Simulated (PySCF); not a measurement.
A calculated (M06-2X, PySCF 2.14, jorge-DZP-DKH, the spin-free X2C one-electron Hamiltonian (Gaussian nucleus)) atom or ion has these occupied shells.

| shell | electrons | orbital energy (eV) | rms radius, mean of both spins (bohr) |
| --- | --- | --- | --- |
| 1s β | 1 | -8300.8 | 0.0625 |
| 1s α | 1 | -8300.8 | 0.0625 |
| 2s α | 1 | -1013.1 | 0.266 |
| 2s β | 1 | -1011.5 | 0.266 |
| 2p α | 3 | -873.83 | 0.238 |
| 2p β | 3 | -872.47 | 0.238 |
| 3s α | 1 | -123.12 | 0.796 |
| 3s β | 1 | -120.44 | 0.796 |
| 3p α | 3 | -82.014 | 0.847 |
| 3p β | 3 | -78.431 | 0.847 |
| 3d α | 5 | -14.995 | 1.10 |
| 3d β | 3 | -12.790 | 1.10 |
| 4s α | 1 | -6.610 | 3.23 |
| 4s β | 1 | -6.451 | 3.23 |

(1) Name the element and its charge.

Results:

(1) Ni (nickel, neutral), in [Ar] 3d8 4s2, high-spin 3F determinant.
